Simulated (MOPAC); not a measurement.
Job for MOPAC: PM6 on LiS, 2S+1 = 2, a spin state set in the input, which need not be the lowest, a point of a bond scan (R = 2.154 Å).

```
PM6 1SCF PRECISE CHARGE=0 UHF MS=0.5 THREADS=1
LiS

Li     0.00000000 1     0.00000000 1     0.00000000 1
S      0.00000000 1     0.00000000 1     2.15364100 1
```

It printed:

```
*******************************************************************************
 **                                                                           **
 **                              MOPAC v23.2.5                                **
 **                                                                           **
 *******************************************************************************
 ** MOPAC's Digital Object Identifier: https://doi.org/10.5281/zenodo.6511958 **
 **                                                                           **
 ** Please cite the open-source release paper for use of this MOPAC version:  **
 ** J. E. Moussa and J. J. P. Stewart (2026)                                  **
 ** MOPAC: An open-source semiempirical molecular orbital program             **
 ** J. Open Source Softw., 11(119), 8025, https://doi.org/10.21105/joss.08025 **
 *******************************************************************************

                              PM6 CALCULATION RESULTS

 *******************************************************************************
 *  PM6        - The PM6 Hamiltonian to be used
 *  UHF        - UNRESTRICTED HARTREE-FOCK CALCULATION
 *
 *
 *
 *                 CHARGE ON SYSTEM = 0
 *
 *
 *
 *  MS=        - IN MECI, MAGNETIC COMPONENT OF SPIN =  0.5
 *  PRECISE    - TIGHTER CRITERIA TO BE USED
 *  1SCF       - DO 1 SCF AND THEN STOP
 *  THREADS=1  - MULTI-THREADING NOT USED
 *  T=         - A TIME OF 172800.0 SECONDS REQUESTED
 *  DUMP=N     - RESTART FILE WRITTEN EVERY 7200.0 SECONDS REQUESTED
 *******************************************************************************
PM6 1SCF PRECISE CHARGE=0 UHF MS=0.5 THREADS=1
 LiS

   ATOM   CHEMICAL          X               Y               Z
  NUMBER   SYMBOL      (ANGSTROMS)     (ANGSTROMS)     (ANGSTROMS)

     1      Li          0.00000000  *   0.00000000  *   0.00000000  *
     2       S          0.00000000  *   0.00000000  *   2.15364100  *



          CARTESIAN COORDINATES

    NO.       ATOM           X           Y           Z

     1        Li          0.0000      0.0000      0.0000
     2         S          0.0000      0.0000      2.1536

 General Reference for PM6:
 "Optimization of Parameters for Semiempirical Methods V: Modification of NDDO Approximations
 and Application to 70 Elements", J. J. P. Stewart, J. Mol. Mod., 13, 1173-1213 (2007)
 URL: https://link.springer.com/article/10.1007/s00894-007-0233-4

           Empirical Formula: Li S  =     2 atoms



      MOLECULAR POINT GROUP   :   C*v


          UHF CALCULATION, NO. OF ALPHA ELECTRONS =    4
                           NO. OF BETA  ELECTRONS =    3

 -------------------------------------------------------------------------------
 PM6 1SCF PRECISE CHARGE=0 UHF MS=0.5 THREADS=1
 LiS



     1SCF WAS SPECIFIED, SO BFGS WAS NOT USED
     SCF FIELD WAS ACHIEVED


                              PM6 CALCULATION
                                                       MOPAC v23.2.5 Linux




          FINAL HEAT OF FORMATION =         11.42574 KCAL/MOL =      47.80528 KJ/MOL


          COSMO AREA              =         86.16 SQUARE ANGSTROMS
          COSMO VOLUME            =         70.36 CUBIC ANGSTROMS

          IONIZATION POTENTIAL    =          8.138826 EV
          ALPHA SOMO LUMO (EV)    =         -8.572  2.370
          BETA  SOMO LUMO (EV)    =         -8.139 -1.200
          NO. OF ALPHA ELECTRONS  =          4
          NO. OF BETA  ELECTRONS  =          3
          MOLECULAR WEIGHT        =         39.0000         POINT GROUP:  C*v

          MOLECULAR DIMENSIONS (Angstroms)

            Atom       Atom       Distance
            S     2   Li     1     2.15364
            S     2   Li     1     0.00000
           Li     1    S     2     0.00000


          SCF CALCULATIONS        =          1





   ATOM   CHEMICAL          X               Y               Z
  NUMBER   SYMBOL      (ANGSTROMS)     (ANGSTROMS)     (ANGSTROMS)

     1      Li          0.00000000  *   0.00000000  *   0.00000000  *
     2       S          0.00000000  *   0.00000000  *   2.15364100  *

                             CARTESIAN COORDINATES

   1   Li        0.000000000     0.000000000     0.000000000
   2    S        0.000000000     0.000000000     2.153641000


           Empirical Formula: Li S  =     2 atoms



      MOLECULAR POINT GROUP   :   C*v


          ALPHA EIGENVALUES
 -29.23049  -9.40836  -9.28970  -8.57247   2.37014   2.85300   2.87091   3.06190
   3.09657   3.17764   5.14137   5.15221   5.45376


           BETA EIGENVALUES
 -24.21690  -8.83946  -8.13883  -1.20023   2.40660   2.78974   2.89718   3.14192
   3.19865   3.22708   5.12159   5.12919   5.42514


              NET ATOMIC CHARGES AND DIPOLE CONTRIBUTIONS

  ATOM NO.   TYPE          CHARGE      No. of ELECS.   s-Pop       p-Pop       d-Pop
    1         Li           0.842499        0.1575     0.14152     0.01598
    2          S          -0.842499        6.8425     1.98434     4.78068     0.07748
 DIPOLE           X         Y         Z       TOTAL
 POINT-CHG.     0.000     0.000    -8.715     8.715
 HYBRID         0.000     0.000     1.311     1.311
 SUM            0.000     0.000    -7.404     7.404


          ATOMIC ORBITAL ELECTRON POPULATIONS

     Atom    s        px        py        pz      x^2-y^2     xz        z^2       yz        xy
    1 Li   0.14152   0.00089   0.00033   0.01475
    2  S   1.98434   1.96712   0.99184   1.82172   0.00013   0.03199   0.03754   0.00783   0.00000


                    (SZ)    =    0.500000
                    (S**2)  =    0.752811


          ATOMIC ORBITAL SPIN POPULATIONS

    Atom   Total    s     px     py     pz   x^2-y^2  xz     z^2    yz     xy
         Atomic
    1 Li -0.0142 -0.013 -0.000  0.000 -0.001
    2  S  1.0142  0.003  0.008  0.992  0.019 -0.000 -0.008 -0.007  0.008  0.000

 **********************
 *                    *
 * JOB ENDED NORMALLY *
 *                    *
 **********************




 == MOPAC DONE ==
```

The run finished.

Cost: around 0.020 core-seconds (rough).
